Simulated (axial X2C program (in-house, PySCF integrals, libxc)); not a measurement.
# Estimating the spin–orbit splitting of the π levels of PbBr⁺

All values were computed with an in-house relativistic program for diatomic molecules. Spin-free means the one-electron spin-free X2C Hamiltonian; two-component (2c) means X2C with spin–orbit coupling and atomic mean-field two-electron Coulomb and Gaunt terms, so the difference of the two also holds small scalar two-electron terms. Basis: Pb dyall-cv3z [12s14p10d7f1g], Br dyall-cv3z [8s9p6d4f1g] (cores contracted in-house); Gaussian nuclei, density fitting, unrestricted open shells. Masses: Pb 207.977 u, Br 78.918 u.

Hartree–Fock at 2.484 Å, closed shell. Valence p splittings ε(p3/2) − ε(p1/2) of spherical Dirac–Hartree–Fock atoms with fractionally filled p shells: Br 4p 0.555 eV.

| filled π level (eV), spin-free | Pb p share | Br p share |
| --- | --- | --- |
| -16.51 | 0.06 | 0.89 |

In first order a p shell splits by 3ζ/2 and a π orbital by ζ. Estimate the splitting of each π level from the shares.

level -16.51 eV: (2/3) × (0.89 × 0.555) = 0.33 eV.

The two-component Hartree–Fock calculation gives:

| ε(ω = 1/2) (eV) | σ share of it | ε(ω = 3/2) (eV) | splitting (eV) | estimate (eV) |
| --- | --- | --- | --- | --- |
| -16.966 | 0.30 | -16.493 | 0.47 | 0.33 |

The estimate leaves out the mixing of π1/2 with σ1/2 levels, which pushes the ω = 1/2 spinor up or down, the d and f parts of the orbital, small shares of the strongly split outer-core p shell of a metal, the Gaunt term (absent from the atomic values), and the change of the atomic p orbitals with charge; Löwdin shares depend on the basis.
